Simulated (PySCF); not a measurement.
**NMR data sheet: C$_{6}$H$_{5}$NO**

| Item | Value |
| --- | --- |
| Formula | C6H5NO |
| SMILES | O=Cc1ccccn1 |
| Degrees of unsaturation | 5 |
| Carbon signals | 6 |
| Proton signals | 5 |

Numbering as in the mapped SMILES `[O:1]=[CH:2][c:3]1[cH:4][cH:5][cH:6][cH:7][n:8]1`; H(Xn) means a hydrogen on atom n.

No solvent model, no relativistic terms, one computed conformer. J couplings at B3LYP/pcJ-1 (spin–dipole term only in couplings to heteroatoms); shieldings: GIAO PBE0/pcSseg-1; geometry from PBE0-D3(BJ)/def2-SVP; PySCF 2.14.0 with density-fitted response routines.

Referencing at the same level of theory: $^{1}$H (σref 31.27), $^{13}$C (σref 184.41) vs TMS; NH3 for $^{15}$N (σref 265.67); $^{17}$O (σref 334.56) against H2O.

| carbon | δC, type | δH (multiplicity, J in Hz) | HMBC from (abs. J ≥ 3 Hz) | span of the C tensor (ppm) |
| --- | --- | --- | --- | --- |
| C2 | 198.8, CH | 10.04 (s) | – | 178 |
| C3 | 156.7, C | – | H(C2), H(C7), H(C5) | 215 |
| C4 | 127.1, CH | 8.21 (dt, 8.7, 1.0) | H(C6) | 241 |
| C5 | 142.1, CH | 7.96 (td, 8.5, 1.5) | H(C7) | 251 |
| C6 | 132.9, CH | 7.41 (ddd, 8.3, 5.4, 1.0) | H(C7), H(C4) | 237 |
| C7 | 155.7, CH | 8.91 (dt, 5.4, 1.2) | H(C5), H(C6) | 226 |

Other nuclei:
| atoms | nucleus | environment | δ (ppm) | σ (ppm) |
| --- | --- | --- | --- | --- |
| N8 | $^{15}$N | pyridine-type ring nitrogen | 366.0 | -100.3 |
| O1 | $^{17}$O | aldehyde oxygen | 678.5 | -343.9 |

Selected couplings (Hz, signed; the shortest-range and largest first, 30 at most; isotopes $^{13}$C, $^{1}$H, $^{15}$N): $^{1}J$(C7,H(C7)) 188.3, $^{1}J$(C2,H(C2)) 187.5, $^{1}J$(C4,H(C4)) 177.0, $^{1}J$(C6,H(C6)) 171.1, $^{1}J$(C5,H(C5)) 170.9, $^{1}J$(C2,C3) 65.5, $^{1}J$(C3,C4) 61.8, $^{1}J$(C4,C5) 60.2, $^{1}J$(C5,C6) 59.6, $^{1}J$(C6,C7) 58.9, $^{1}J$(C3,N8) -1.5, $^{2}J$(C2,N8) -16.0, $^{2}J$(N8,H(C7)) -12.3, $^{2}J$(C2,C4) 6.4, $^{2}J$(C3,C7) -4.2, $^{2}J$(C4,N8) 2.9, $^{2}J$(C6,N8) 2.1, $^{2}J$(C4,C6) -1.8, $^{2}J$(C5,C7) -1.5, $^{3}J$(C3,C6) 11.3, $^{3}J$(C4,C7) 11.1, $^{3}J$(H(C4),H(C5)) 8.7, $^{3}J$(C2,C7) 8.4, $^{3}J$(H(C5),H(C6)) 8.3, $^{3}J$(H(C6),H(C7)) 5.4, $^{3}J$(C5,N8) -3.5, $^{3}J$(C2,C5) 2.8, $^{3}J$(N8,H(C6)) -1.5, $^{4}J$(H(C5),H(C7)) 1.5, $^{4}J$(C2,C6) -1.2.

Carbon types of the structure: 1 × C, 5 × CH, which accounts for all hydrogens. δC 198.8: aldehyde carbonyl carbon; low-lying n→π* states of the double bond to the heteroatom give a large paramagnetic term (-258 ppm). δC 155.7: aromatic CH next to a ring nitrogen; the adjacent pyridine-type nitrogen withdraws density from it. δC 142.1, 132.9, 127.1: aromatic CH. δH 10.04: hydrogen on an aldehyde carbonyl carbon; the C=O anisotropy and electron withdrawal place aldehyde protons far downfield. δH 8.91: hydrogen on an aromatic CH next to a ring nitrogen; ring current plus the neighbouring ring nitrogen. The protons at 8.21 and 7.96 share a coupling of 8.7 Hz (vicinal, an ortho-type coupling). The protons at 7.96 and 7.41 share a coupling of 8.3 Hz (vicinal, an ortho-type coupling). The protons at 7.41 and 8.91 share a coupling of 5.4 Hz (vicinal, an ortho-type coupling).

Multiplet labels drop couplings under 1 Hz and merge nearly equal ones. Unscaled 3J(H,H) at this level run about 9 % above measured values. Shifts are as computed. Against solution values, carbons near 30 ppm lie about +2 ppm off and those near 130 ppm about +4 ppm. Of 246 compounds with measured shifts, 49 miss one by over three times the rms of a fit or turn the order of signals round; such compounds aren't used in these exercises. Unscaled 17O shifts of doubly bonded oxygen tend to come out too high, by tens of ppm or more. Experimental scales use liquid or dissolved standards, which lie at an offset from isolated NH3 (liquid NH3: subtract about 20 ppm) and H2O (liquid H2O: subtract about 36 ppm). Unscaled 15N shifts of sp2 nitrogen come out 20 to 40 ppm too high even then.
